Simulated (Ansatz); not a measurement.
Two isomers of C2H5ClOSi: A = `C=C[SiH](O)Cl`, B = `O/C(Cl)=C/[SiH3]`.

Calculated with Ansatz (gas phase, PBE0-D4/def2-TZVP geometries, no zero-point term in ΔE). CCSD(T)/CBS adds triple-zeta CCSD(T) − MP2 to the extrapolated MP2 energy (def2 sets, frozen cores). Functionals use def2-TZVPP. B3LYP here is the variant with VWN-RPA as its local correlation; programs differ in this. One conformer a species, not always the lowest.

A:

Z-matrix (Å, degrees):
```
Si
C 1 1.848
Cl 1 2.063 2 107.2
O 1 1.635 2 112.0 3 -121.5
H 1 1.476 2 113.6 3 118.4
C 2 1.331 1 122.2 3 132.8
H 2 1.088 1 119.0 3 -47.4
H 4 0.959 1 117.9 2 67.5
H 6 1.086 2 122.2 1 179.9
H 6 1.086 2 121.6 1 0.1
```

B:

Z-matrix (Å, degrees):
```
Si
C 1 1.850
H 1 1.486 2 108.0
H 1 1.487 2 111.6 3 -119.5
H 1 1.488 2 111.6 3 119.5
C 2 1.328 1 124.8 3 179.7
H 2 1.086 1 120.3 3 -0.3
Cl 6 1.738 2 122.0 1 0.0
O 6 1.339 2 124.4 1 -180.0
H 9 0.962 6 110.0 2 -180.0
```

**Question.** Which is lower in electronic energy at CCSD(T)/CBS, and by how much? (Best estimate.)

**Answer.** The calculation gave: A, by 75.0 kcal/mol.

**Question.** Give E(B) − E(A) in kcal/mol with r2SCAN-D4, PBE0-D4, ωB97M-V, B3LYP, CCSD/def2-TZVPP, MP2/def2-TZVPP, PBE-D4. (Best estimate.)

**Answer.** Ansatz gave: r2SCAN-D4 70.5, PBE0-D4 69.3, ωB97M-V 73.0, B3LYP 71.7, CCSD/def2-TZVPP 75.1, MP2/def2-TZVPP 74.9, PBE-D4 65.7. None reverses the order clearly.

Largest T1 diagnostic: 0.012.

From PBE to PBE0 (25 % exact exchange), in def2-TZVPP and without D4, E(B) − E(A) moves by +3.6 kcal/mol. In def2-TZVPP, CCSD(T) changes the Hartree–Fock value by −6.0 kcal/mol (the triples alone add −1.5 kcal/mol) and MP2 by −4.6 kcal/mol.
